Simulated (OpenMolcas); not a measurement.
Re5+: moving or changing the point charges

Re5+ among 6 point charges of -1.7 e arranged as an octahedron (Oh), 1.78 Å from the ion.
```
   1.7800    0.0000    0.0000  -1.70
   0.0000    1.7800    0.0000  -1.70
  -1.7800    0.0000    0.0000  -1.70
   0.0000   -1.7800    0.0000  -1.70
   0.0000    0.0000    1.7800  -1.70
   0.0000    0.0000   -1.7800  -1.70
```

- Program: OpenMolcas
- Method: SS-CASPT2, IPEA 0.25 Eh, imaginary shift 0.1 Eh (closed shells correlated: 5s 5p)
- Basis: ANO-RCC-VDZP [7s6p4d2f1g]
- Scalar Hamiltonian: DKH2, point nucleus
- Active space: 2 electrons in 5 orbitals (5d)
- State averaging: 2S+1 = 3 even, 10 roots; 2S+1 = 1 even, 15 roots
- Spin-orbit coupling: state interaction with AMFI integrals over the reference wave functions

Runs around this geometry, states (labels of O, the rotations of Oh). Energies in cm-1 above the lowest state or level, χT in cm3 K/mol; under a threefold ground state the first gap can be a small split of the lowest multiplet, not the spin-orbit step; 10Dq and B are least-squares fits to the states below 45000 cm-1, weighted by degeneracy, with a free offset, and given where the rms deviation is under 5 % of |10Dq| (or 100 cm-1) and under 700 cm-1.

| R (Å) | q (e) | Ground state | First state of that spin | 10Dq | B (rms of fit) | First gap with spin-orbit (degeneracies) | χT at 300 K | First state of another spin |
| --- | --- | --- | --- | --- | --- | --- | --- | --- |
| 1.78 | -1.36 | 3T1 | 3T2 11850 | 13731 | 766 (223) | 1100 (2, 3) | 0.050 | 1T2 10930 |
| 1.67 | -1.7 | 3T1 | 3T2 21000 | 23020 | 750 (280) | 780 (2, 3) | 0.038 | 1T2 10600 |
| 1.78 | -1.7 | 3T1 | 3T2 15380 | 17181 | 756 (277) | 980 (2, 3) | 0.042 | 1T2 10800 |

Taking |10Dq| as R^-n, n = -ln(17181 / 23020) / ln(1.78 / 1.67) = 4.6 between the shortest and longest distance. The point-charge formula for a cubic d site gives n = 5.

Scaling the charges by -1.36 / -1.7 = 0.80 scales |10Dq| by 13731 / 17181 = 0.80; with fixed orbitals a first-order splitting would follow the charge.

Roots that are degenerate in the reference are averaged as groups; the widest CASPT2 spread within a group is 300 cm-1 (the 3-fold group of multiplicity 1 near 28100 cm-1 above the lowest state of its run, R = 1.78, q = -1.7). Shifts and gaps below about the spread of the groups concerned are not significant. An orbital triplet at a regular site is open to Jahn-Teller coupling, which can distort the site and quench the lowest spin-orbit gaps and is left out. Free-ion shares, where given, are those of the reference states; single-state CASPT2 does not remix them. This field is weak: 10Dq is about 13731 cm-1, while octahedral complexes of 5d ions of charge 3 and more, computed by the same method with explicit ligands, had a median near 35000 cm-1. Ground spin and moment need not be those of a real site (figures for R = 1.78, q = -1.36; the like holds for R = 1.78, q = -1.7). This is an electrostatic model: the charges have no orbitals. No measured value stands beside these numbers.
